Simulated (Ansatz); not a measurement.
**Question.** Name a neutral molecule of C, F, Ge, O and H with HOMO–LUMO gap (PBE0/def2-TZVPP) between 9.00 and 9.30 eV and LUMO energy (PBE0/def2-TZVPP) between 0.50 and 0.80 eV (Ansatz, PBE0-D4/def2-TZVP geometry).

**Answer.** `[CH3][Ge]([CH3])([OH])[F]` (9.06 eV, 0.56 eV). Other molecules can fit too; these were computed, each in one conformer that needn't be the lowest.
